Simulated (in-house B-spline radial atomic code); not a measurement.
Settings and results of a run for Zr5+. Computed with a radial B-spline atomic code at the basis-set limit: Dirac-Kohn-Sham CAM-B3LYP, spherical fractional occupations, Fermi nucleus of rms radius 4.2694 fm.

Command:
```bash
python run_scf.py task.json out
```
Settings (nuclear radius in fm, mass in u):
```
Z                40
configuration    [Ar] 3d10 4s2 4p5
hamiltonian      dirac
method           camb3lyp
spin_polarised   False
nucleus          fermi
rms_radius       4.2694
atomic_mass      89.9047
speed_of_light   137.035999084
```

Output (hartree, bohr):
```
 radial grid: 67 intervals, B-splines of order 8, outer radius 18.2456 bohr

 iter        energy (Eh)    residual
    1       -3589.918209    4.69e-01
    2       -3592.620261    2.63e-01
    3       -3593.523479    4.38e-02
    4       -3593.562116    1.24e-02
    5       -3593.563962    5.64e-03
    6       -3593.564449    4.61e-04
    7       -3593.564452    3.98e-05
    8       -3593.564452    8.87e-07
    9       -3593.564452    3.00e-08

 total energy                     -3593.56445
 kinetic                            3713.8276
 electron-nucleus                  -8591.7595
 Hartree                            1397.0485
 exact exchange                      -23.8412
 exchange-correlation                -88.8399

 first-order corrections (not in the total)
   Gaunt                             2.2767
   retardation                      -0.2238
   frequency dependence             -0.0127
   self-energy                       1.5275
   Uehling                          -0.1689
   Wichmann-Kroll                    0.0023
   recoil                            0.0156

 orbital      occ     eigenvalue          <r>       <r^2>       <1/r>     <1/r^3>       r_max    small
 1s1/2      2.000      -659.3538    0.0370624  0.00185233     41.2588           -     0.02414  2.12e-02
 2s1/2      2.000       -93.9471     0.162213   0.0310794     9.34655           -       0.137  4.31e-03
 2p1/2      2.000       -86.1587     0.138654   0.0235974     9.31499           -       0.107  4.31e-03
 2p3/2      4.000       -82.9971     0.143022   0.0249795     8.91307     2034.95      0.1106  4.18e-03
 3s1/2      2.000       -17.6072     0.457427     0.23999     3.16625           -      0.4079  1.12e-03
 3p1/2      2.000       -14.6968     0.454084    0.240434     3.06058           -      0.3959  1.07e-03
 3p3/2      4.000       -14.1882     0.464407    0.251271     2.96466      329.11       0.405  1.03e-03
 3d3/2      4.000        -9.0588     0.448941    0.243517     2.76095     46.6327      0.3455  9.20e-04
 3d5/2      6.000        -8.9659     0.452436    0.247173     2.73607     46.2806      0.3482  9.10e-04
 4s1/2      2.000        -4.3204      1.17044     1.54479     1.16038           -        1.06  2.54e-04
 4p1/2      1.667        -3.4263      1.26736     1.82333     1.05779           -        1.13  2.19e-04
 4p3/2      3.333        -3.3497      1.29119     1.89178     1.03372     49.0024       1.153  2.12e-04
```

Cost of the run: 3.2 s on 1 thread of Arm Neoverse V2, with other jobs on the host.

For the Dirac Hamiltonian the kinetic term is c α·p + (β - 1)c².

Caution: exact exchange at fractional occupations of open shells leaves self-interaction of up to several eV.
